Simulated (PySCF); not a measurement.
# $^{19}$F chemical shifts

PySCF calculation with σ from GIAO-PBE0/pcSseg-1 and GFN2-xTB structure; isolated molecule, relativity neglected, equivalent nuclei averaged, single conformer.

Shieldings were converted by a linear fit to measured shifts: $^{19}$F (scatter 6.0 ppm rms, 7.0 ppm with the 5 outliers that the fit left out vs CFCl3, solution or neat liquid, with a term for F on sp3 carbon). Occasional misses reach two or three times the rms, and more in compound classes unlike the fitted ones.

**Question.** Give the $^{19}$F shifts of `FCC(F)(F)C(F)(F)C(F)(F)F`, `O=C/C(=C/C(F)(F)F)[SiH2]O`.

**Answer.** 
```tsv
compound	environment	δ (ppm)
[F:1][CH2:2][C:3]([F:4])([F:5])[C:6]([F:7])([F:8])[C:9]([F:10])([F:11])[F:12]	F10/11/12: fluorine of a CF3 group (×3)	-77.3
[F:1][CH2:2][C:3]([F:4])([F:5])[C:6]([F:7])([F:8])[C:9]([F:10])([F:11])[F:12]	F4/5: fluorine of a CF2 group (×2)	-123.8
[F:1][CH2:2][C:3]([F:4])([F:5])[C:6]([F:7])([F:8])[C:9]([F:10])([F:11])[F:12]	F7/8: fluorine of a CF2 group (×2)	-126.2
[F:1][CH2:2][C:3]([F:4])([F:5])[C:6]([F:7])([F:8])[C:9]([F:10])([F:11])[F:12]	F1: fluorine on an sp3 carbon	-250.8
O=C/C(=C/C(F)(F)F)[SiH2]O	fluorine of a CF3 group (×3)	-59.0
```

**Question.** Order these by $^{19}$F shift, lowest first.
A. C=COc1oc(F)cc(=O)c1Cl
B. C=CCc1ccc(F)c(S)c1
C. O=CO/C([SiH3])=C\C(F)(F)F
D. C#C[C@@H](F)CC(N)=O
E. C=CCF

**Answer.** E (-230.1 ppm, fluorine on an sp3 carbon), D (-177.4 ppm, fluorine on an sp3 carbon), B (-125.4 ppm, aryl fluorine), A (-84.8 ppm, fluorine on an unsaturated ring), C (-59.1 ppm, fluorine of a CF3 group).
